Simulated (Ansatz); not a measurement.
Mulliken charges of `[GeH3][C]1=CO1` from r2SCAN/def2-TZVPP in Ansatz (PBE0-D4/def2-TZVP geometry).

| atom | x (Å) | y (Å) | z (Å) | charge (e) |
| --- | --- | --- | --- | --- |
| Ge1 | -0.231 | 1.249 | -0.415 | 0.181 |
| C2 | 0.146 | -0.564 | -0.010 | -0.075 |
| C3 | 0.381 | -1.776 | 0.354 | 0.088 |
| O4 | 0.111 | -1.290 | 1.562 | -0.350 |
| H5 | -0.068 | 1.380 | -1.934 | 0.003 |
| H6 | -1.667 | 1.573 | 0.015 | 0.005 |
| H7 | 0.766 | 2.149 | 0.326 | 0.005 |
| H8 | 0.654 | -2.777 | 0.046 | 0.143 |

**Question.** By hand: the dipole of these point charges (1 e Å = 4.8032 D).

**Answer.** Σ q r = (0.031, 0.189, -0.587) e Å, of length 0.617 e Å = 2.96 D.

**Question.** How does the dipole of the full density compare? (Estimate.)

**Answer.** Ansatz gave: (0.052, 0.003, -0.420) e Å, 2.03 D; the point charges give 1.46 times that, at 18° from its direction.

Point charges leave out the atoms' own dipoles, such as those of lone pairs, and Mulliken's split depends on the basis, so the two needn't agree.
